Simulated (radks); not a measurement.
Results of a calculation; reference values are marked as such.
Species: Fe II. Configuration: [Ar] 3d6 4s1 (the NIST ground configuration). Code: a radial shooting solver on a logarithmic mesh with Libxc functionals. Model: scalar-relativistic Kohn-Sham, r2SCAN, spin-unpolarised, spherical densities, finite nucleus; meta-GGA in the generalised Kohn-Sham scheme; Fermi nuclear charge, rms radius 3.7377 fm.

Normalised radial functions P(r) = r R(r), r in bohr:

r             1s       3s      3d
0.00252   0.6477   0.0748  0.0000
0.003308  0.8288   0.0957  0.0000
0.004307  1.0465   0.1207  0.0000
0.005653  1.3199   0.1520  0.0000
0.007361  1.6364   0.1879  0.0001
0.009662  2.0135   0.2301  0.0001
0.01258   2.4192   0.2745  0.0003
0.01651   2.8540   0.3194  0.0006
0.0215    3.2511   0.3554  0.0013
0.02823   3.5707   0.3730  0.0028
0.03675   3.7163   0.3557  0.0057
0.04824   3.6165   0.2838  0.0117
0.06282   3.2315   0.1459  0.0230
0.08245   2.5643  -0.0689  0.0447
0.1074    1.7727  -0.3223  0.0821
0.1409    1.0010  -0.5584  0.1464
0.1835    0.4525  -0.6562  0.2427
0.2409    0.1447  -0.5089  0.3816
0.3136    0.0320  -0.0894  0.5476
0.4117    0.0039   0.5192  0.7274
0.5361    0.0003   1.0378  0.8691
0.7036    0.0000   1.2421  0.9323
0.9162    0.0000   1.0617  0.8861
1.203     0.0000   0.6661  0.7463
1.566     0.0000   0.3105  0.5643
2.055     0.0000   0.0976  0.3751
2.676     0.0000   0.0208  0.2197
3.513     0.0000   0.0025  0.1051
4.574     0.0000   0.0002  0.0400
6.004     0.0000   0.0000  0.0104
7.819     0.0000   0.0000  0.0017

1s: eigenvalue -7032.1 eV, 0 radial nodes, <r> = 0.0585 bohr, 90 % of the charge inside 0.104 bohr. 3s: eigenvalue -105.89 eV, 2 radial nodes at r = 0.0762, 0.327 bohr, <r> = 0.811 bohr, 90 % of the charge inside 1.21 bohr. 3d: eigenvalue -16.014 eV, 0 radial nodes, <r> = 1.11 bohr, 90 % of the charge inside 1.93 bohr.
